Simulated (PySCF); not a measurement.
# $^{29}$Si chemical shifts

- coordinates at the GFN2-xTB level
- PBE0/pcSseg-1 with gauge-including orbitals
- program: PySCF 2.14.0 with density-fitted response routines
- equivalent nuclei averaged, non-relativistic Hamiltonian, no solvent, a single conformation

Shieldings were converted by a linear fit to measured shifts: $^{29}$Si (scatter 8.9 ppm rms, 25.8 ppm with the 6 outliers that the fit left out vs TMS, solution or neat liquid). Occasional misses reach two or three times the rms, and more in compound classes unlike the fitted ones.

Question: Give the $^{29}$Si shifts of `CC(C)(C)[Si@@H]([SiH3])[SiH2]P`, `[SiH3]OCCCl`, `N#CC[Si@@H](Cl)CCCl`, `CCO[SiH2]Cl`.

Answer: 
```
                                                        compound                        environment  δ (ppm)
[CH3:1][C:2]([CH3:3])([CH3:4])[Si@@H:5]([SiH3:6])[SiH2:7][PH2:8]  Si5: silicon bonded to C, 2 Si, H    -54.6
[CH3:1][C:2]([CH3:3])([CH3:4])[Si@@H:5]([SiH3:6])[SiH2:7][PH2:8]  Si7: silicon bonded to P, Si, 2 H    -83.3
[CH3:1][C:2]([CH3:3])([CH3:4])[Si@@H:5]([SiH3:6])[SiH2:7][PH2:8]     Si6: silicon bonded to Si, 3 H   -105.2
                                                     [SiH3]OCCCl           silicon bonded to O, 3 H    -38.2
                                             N#CC[Si@@H](Cl)CCCl       silicon bonded to 2 C, Cl, H     -4.5
                                                     CCO[SiH2]Cl       silicon bonded to Cl, O, 2 H    -27.3
```

Question: Order these by $^{29}$Si shift, lowest first.
A. C=C[Si@H](N=C)C(Cl)Cl
B. CC[C@]1(OC=O)CO[SiH2]O1
C. F[SiH2]C(Cl)Cl
D. COC(=O)O[C@@H]([SiH3])CC=O

Answer: D (-58.0 ppm, silicon bonded to C, 3 H), A (-31.0 ppm, silicon bonded to 2 C, N, H), C (-14.0 ppm, silicon bonded to C, F, 2 H), B (-5.4 ppm, silicon bonded to 2 O, 2 H, in a 5-membered ring).
